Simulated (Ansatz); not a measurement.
Two structures of SiNH₅O₂, closed shell, reached by relaxing down either side of one saddle point (PBE0-D4/def2-TZVP). Energies are electronic, without zero-point energy. Computed with Ansatz 0.2.0 (basis: def2-TZVPP and def2-QZVPP); correlated methods freeze the cores. Extrapolation: Hartree–Fock as exp(−7.88 √X), correlation as X^−2.97. First:

Si1  (-0.281, -0.266, -0.008)
H2  (-1.700, -0.428, -0.408)
N3  (0.233, 1.178, -0.744)
H4  (-0.257, 1.524, -1.552)
O5  (0.617, -1.561, -0.457)
O6  (-0.113, -0.223, 1.629)
H7  (1.201, 1.454, -0.751)
H8  (0.768, -2.225, 0.218)
H9  (-0.468, 0.548, 2.074)
(Å)

Second:

Si1  (0.602, -0.002, 0.217)
H2  (-2.113, -0.189, -1.030)
N3  (1.012, 1.441, -0.266)
H4  (-1.730, 0.434, -1.193)
O5  (0.857, -1.482, -0.388)
O6  (-0.232, -0.215, 1.592)
H7  (1.545, 1.634, -1.099)
H8  (0.502, -2.222, 0.111)
H9  (-0.442, 0.600, 2.056)
(Å)

Question: Which bonds change from the first to the second?

Answer: SiNH₅O₂ ([NH2][SiH]([OH])[OH]) → SiNH₃O₂ ([NH][Si]([OH])[OH]) + H₂; bonds formed: H2–H4; bonds broken: Si1–H2, N3–H4.

Question: Give the saddle point's structure and its height above each. (Judge from chemistry; the value comes from the calculation.)

Answer: The calculation gives: 3.176 eV above the first and 0.712 eV above the second (CCSD(T) at an estimated basis limit (MP2 extrapolated from triple and quadruple zeta, plus CCSD(T) − MP2 in triple zeta)).
Si1  (0.164, -0.105, 0.038)
H2  (-1.425, -0.007, -0.726)
N3  (0.488, 1.280, -0.697)
H4  (-0.913, 0.678, -1.036)
O5  (0.644, -1.582, -0.425)
O6  (-0.286, -0.276, 1.595)
H7  (1.315, 1.761, -1.002)
H8  (0.504, -2.293, 0.206)
H9  (-0.490, 0.545, 2.047)
(Å)

No T1 diagnostic of these runs exceeds 0.015.

Labels in which every atom is bracketed show which atoms are joined, not bond orders.

For scale, one of the runs: CCSD(T)/def2-TZVPP, 205 basis functions, launched by `ansatz run in.yaml --threads 4 --pin off --events-out ev --progress --plain --max-ram 9574MiB`. Hardware: 4 CPU threads of an Intel Xeon, shared host. Wall time 67 s; peak host memory 2.7 GiB.
